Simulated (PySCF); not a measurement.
Isomers of C7H5F5O. Method: PySCF 2.14.0, PBE0-D3(BJ)/def2-SVP geometry optimisation, gas phase. One conformer each; no zero-point energy, no entropy. No frequencies were run at this level. Point groups hold within 0.08 Å.

Question: Order them by energy at this level, lowest first, and give relative energies in kcal/mol.
A. `[F:1][C:2]1=[C:3]([O:4][CH:5]([F:6])[F:7])[CH:8]=[CH:9][C:10]([F:11])([F:12])[CH2:13]1` with C2–C3–O4–C5 27°, C3–O4–C5–F6 175°, C2–C3–C8–C9 8°, C8–C9–C10–F11 -150°, C9–C10–C13–C2 36°, F1–C2–C13–C10 159°
B. `[CH:1]#[C:2][C@H:3]([CH3:4])[C:5](=[O:6])[C:7]([F:8])([F:9])[C:10]([F:11])([F:12])[F:13]` with C2–C3–C5–O6 107°, C3–C5–C7–F8 17°
C. `[F:1][C:2]1=[C:3]([C@H:4]([F:5])[C:6]([F:7])([F:8])[F:9])[O:10][CH:11]=[CH:12][CH2:13]1` with C2–C3–C4–F5 -118°

Answer: A (0.0), C (5.0), B (31.5).

As drawn, the lowest has a C=C bond outside aromatic rings, which the highest lacks; the highest has a C=O bond and a C≡C bond, which the lowest lacks.

```json
{"SMILES": "FC1=C(OC(F)F)C=CC(F)(F)C1", "E (Eh)": "-842.67912", "E rel (kcal/mol)": "0.0", "dipole (D)": "0.53", "point group": "C1", "A, B, C (MHz)": "1903, 420.2, 386.5"}
{"SMILES": "FC1=C([C@H](F)C(F)(F)F)OC=CC1", "E (Eh)": "-842.67119", "E rel (kcal/mol)": "5.0", "dipole (D)": "3.34", "point group": "C1", "A, B, C (MHz)": "1360, 567.5, 504.0"}
{"SMILES": "C#C[C@H](C)C(=O)C(F)(F)C(F)(F)F", "E (Eh)": "-842.62890", "E rel (kcal/mol)": "31.5", "dipole (D)": "2.24", "point group": "C1", "A, B, C (MHz)": "1310, 595.7, 537.4"}
```
